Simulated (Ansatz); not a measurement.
Ansatz (a quantum-chemistry and plane-wave program) input:

Ansatz 0.2 input:
```yaml
crystal:
  periodic: [false, false, false]
  atoms:
    - {symbol: C, position_ang: [-1.50946924, 0.13525764, -0.02954702]}
    - {symbol: C, position_ang: [-0.14239834, -0.47916042, -0.10548602]}
    - {symbol: C, position_ang: [1.02416038, 0.26214254, -0.58559615]}
    - {symbol: O, position_ang: [0.83826806, 0.01922124, 0.81226500]}
    - {symbol: H, position_ang: [-2.05693779, -0.25112328, 0.83255523]}
    - {symbol: H, position_ang: [-2.08462067, -0.10001904, -0.92820269]}
    - {symbol: H, position_ang: [-1.43877541, 1.21922918, 0.06660483]}
    - {symbol: H, position_ang: [-0.11998649, -1.56214571, -0.21072859]}
    - {symbol: H, position_ang: [0.90406969, 1.29704488, -0.89351414]}
    - {symbol: H, position_ang: [1.85634933, -0.26619438, -1.04105945]}
basis:
  gaussian:
    orbitals: aug-cc-pVDZ
magnetization: {spin_polarized: false}
correlation: {method: ccsd_t, electrons: outside_noble_gas}
output: {forces: true}
```

Task: Which total energy does the run end on?

Result: -192.62964 Eh (CCSD(T)/aug-cc-pVDZ). The basis has 146 functions. The run takes roughly 5 core-minutes.
